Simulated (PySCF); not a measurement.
# Radial density of Cr²⁺ (chromium, charge +2)

r2SCAN, [Ar] 3d4, high-spin 5D determinant. Calculation: PySCF 2.14, in Sapporo-DKH3-DZP-2012; the spin-free X2C one-electron Hamiltonian (Gaussian nucleus).

```tsv
r (bohr)	4πr²ρ (e/bohr)	4πr²(ρα − ρβ)
0.00137	0.2834	0.0000
0.00230	0.7155	0.0000
0.00386	1.767	0.0000
0.00650	4.149	0.0000
0.0109	9.064	0.0001
0.0184	17.32	0.0001
0.0309	26.30	-0.0001
0.0520	28.08	-0.0010
0.0875	22.21	0.0000
0.147	26.93	0.0419
0.248	29.22	0.3625
0.417	11.99	1.5236
0.701	13.03	3.0749
1.18	8.167	2.5624
1.98	1.227	0.7831
3.33	0.06644	0.0640
5.61	0.002331	0.0023
```

Densities and radii are taken from the X2C orbitals without a picture-change correction, which distorts them close to the nucleus.
